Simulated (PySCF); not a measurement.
A mixed set of molecules. Computed, not measured: TDDFT wB97X-D/def2-SVPD, vertical, gas phase, core orbitals frozen in the response (PySCF 2.14.0, density-fitted response routines). Geometries: PBE0-D3(BJ)/def2-SVP; one conformer of each isolated species. Triplets are in the Tamm–Dancoff approximation. 'Strongest' means the level of largest summed f among the lowest 10 singlets; it needn't be the same kind of state in each. Relativistic effects are left out although some hold elements past zinc.

Question: Rank by computed lowest singlet excitation energy, highest first.
A. `Br[Si]Br`
B. `OB(O)c1ccc(S[SiH3])s1`
C. `COC(F)(F)C(F)(F)F`
D. `Fc1cccc(C[SiH3])c1`

Answer: C (9.40 eV), D (5.30 eV), B (5.03 eV), A (3.37 eV).

```
               SMILES  S1 (eV)  f (strongest)  f (S1)  gap (eV)  α (au)  T1 (eV)  S1 mainly
    COC(F)(F)C(F)(F)F     9.40           0.06   0.013     13.79    46.4     9.29  H→L (93%)
   Fc1cccc(C[SiH3])c1     5.30           0.77   0.017      9.89   108.9     4.12  H→L (47%)
OB(O)c1ccc(S[SiH3])s1     5.03           0.33   0.331      8.93   135.3     3.38  H→L (96%)
             Br[Si]Br     3.37           0.19   0.015      7.94    74.7     2.17  H→L (99%)
```

H and L stand for HOMO and LUMO.

- `COC(F)(F)C(F)(F)F`: Löwdin shares by element: HOMO oxygen 56%, carbon 16% or more, hydrogen 15% or more; LUMO carbon 31% or more, hydrogen 28% (atoms not listed hold the other 41%).
- `Fc1cccc(C[SiH3])c1`: Löwdin shares by element: HOMO carbon 67% or more (atoms not listed hold the other 33%); LUMO carbon 68% or more (atoms not listed hold the other 32%).
- `OB(O)c1ccc(S[SiH3])s1`: Löwdin shares by element: HOMO carbon 60% or more, sulfur 12% or more (atoms not listed hold the other 29%); LUMO carbon 47% or more, sulfur 18% or more (atoms not listed hold the other 35%).
- `Br[Si]Br`: Löwdin shares by element: HOMO bromine 51%, silicon 49%; LUMO silicon 67%, bromine 33%.
